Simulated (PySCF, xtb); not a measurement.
CuF, SMILES [F][Cu] (connectivity only; charge and spin as stated), charge +1, multiplicity 2.

Harmonic wavenumbers (cm⁻¹) from GFN2-xTB in xtb at its own minimum, in rising order: 483.

Question: What does PBE0-D3(BJ)/def2-TZVPD in PySCF 2.14.0 give at its own minimum? (Estimate from the structure and the level; the computed values follow.)

Answer: 699. Paired by order, the mean absolute difference is 216 cm⁻¹ and the zero-point energies are 0.7 and 1.0 kcal/mol.
